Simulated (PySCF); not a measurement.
C3H2F3, multiplicity 2. Atoms are numbered in the order given.

```xyz
8

C     -0.0683    -2.2291     0.0000
C     -0.5602    -1.0064     0.0000
C     -0.0403     0.3803     0.0000
F     -0.4551     1.0604    -1.0916
F     -0.4551     1.0604     1.0916
F      1.3214     0.3969     0.0000
H     -0.7150    -3.1241     0.0000
H      1.0278    -2.4038     0.0000
```
Charge 0, spin multiplicity 2.

Geometry optimised at PBE-D3(BJ)/def2-SVP. The isomer is the one that the SMILES or the coordinates give; other isomers of the formula were not compared.

Method: PySCF with B3LYP/def2-TZVP.

ESP charges are fitted to the potential on shells at 1.4 to 2.0 van der Waals radii. Atomic charges (e):

| atom | Mulliken | ESP fit | meta-Löwdin | Mulliken spin |
|---|---|---|---|---|
| C1 | -0.25 | -0.40 | -0.23 | -0.13 |
| C2 | … | -0.05 | -0.04 | 0.94 |
| C3 | … | 0.56 | 0.78 | 0.03 |
| F4 | … | -0.18 | -0.27 | 0.00 |
| F5 | … | -0.18 | -0.27 | 0.00 |
| F6 | … | -0.18 | -0.28 | 0.04 |
| H7 | 0.15 | 0.22 | 0.15 | 0.04 |
| H8 | 0.15 | 0.21 | 0.15 | 0.08 |

Problem. Fill in the missing entries. (The exact figures need the calculation; the answer reports its results.)

Solution. 
- C2, Mulliken: -0.08
- C3, Mulliken: 0.53
- F4, Mulliken: -0.17
- F5, Mulliken: -0.17
- F6, Mulliken: -0.18

Computed Mayer and Wiberg (Löwdin basis) orders of the bonds:
```
bond   Mayer  Wiberg
-----  -----  ------
C1–C2   1.97    2.32
C2–C3   1.07    1.26
C3–F4   1.13    1.74
C3–F5   1.13    1.74
C3–F6   1.11    1.70
C1–H7   0.94    0.87
C1–H8   0.91    0.86
```
